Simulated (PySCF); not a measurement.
V(O)(F)3 cation (F3OV), SMILES [O]=[V]([F])([F])[F] (connectivity only; charge and spin as stated), charge +1, multiplicity 2.

Coordinates come from a PBE0-D3(BJ)/def2-SVP optimisation. The geometry has at least one imaginary mode, so it is a saddle point at that level. The spin state was assumed, not searched. The isomer is the one that the SMILES or the coordinates give; other isomers of the formula were not compared.

Two levels are set side by side: PBE/def2-TZVP (PySCF) and CAM-B3LYP/def2-TZVP (PySCF). Same geometry, gas phase. Differences are taken from unrounded values.

```json
[
 {"quantity": "α-spin orbital gap (eV)", "CAM-B3LYP": "9.70", "PBE": "4.25", "PBE minus CAM-B3LYP": "-5.45"},
 {"quantity": "β-spin orbital gap (eV)", "CAM-B3LYP": "6.45", "PBE": "0.64", "PBE minus CAM-B3LYP": "-5.81"},
 {"quantity": "mean polarisability (bohr³)", "CAM-B3LYP": "32.3", "PBE": "34.4", "PBE minus CAM-B3LYP": "2.1"}
]
```

PBE's more diffuse valence density responds more strongly to a field. Differences between two approximate levels are no errors against the true value.

Rough cost on one machine, each run with all the roots and properties that it gave: CAM-B3LYP against PBE within a factor of 2.
